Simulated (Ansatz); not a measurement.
potassium atom (K), doublet; WB97X/6-31G** in Ansatz (a first-principles code).

Here is a job for Ansatz.
Ansatz 0.2 input:
```yaml
crystal:
  periodic: [false, false, false]
  atoms:
    - {symbol: K, position_ang: [0.00000000, 0.00000000, 0.00000000]}
basis:
  gaussian:
    orbitals: 6-31G__.json
hamiltonian:
  xc: {name: wB97X}
magnetization: {spin_polarized: true, initial_magnetization: 1}
accuracy: high
```
The basis file holds 6-31G** in the JSON format of the Basis Set Exchange.

Question: What does Ansatz print? Leave out banner, timings and long lists.

Answer: 
```
Functional definition: wB97X
312 factors; integrals over basis functions are off by at most 2.4e-9 eV
145 factors; integrals over basis functions are off by at most 8.1e-10 eV
mean field evaluation 1: about -16323.2131 eV, gradient 6.1e-1 eV
mean field evaluation 2: about -16323.2136 eV, gradient 6.1e-1 eV
mean field evaluation 4: about -16323.2385 eV, gradient 4.5e-2 eV
mean field evaluation 8: about -16323.2386 eV, gradient 7.7e-4 eV
mean field evaluation 16: about -16323.2386 eV, gradient 7.4e-7 eV
mean field -16323.23861246 eV, -599.8679547192 hartree, gradient 6.9e-8 eV, S^2 0.750374; 1 other end points of the search recorded, 0 dependent functions left out
reference -16323.23861431 eV, -599.8679547875 hartree; 10, 9 occupied and 25, 26 virtual orbitals, 312 factors
Total energy: -16323.23861431 eV, -599.8679547875 hartree
```
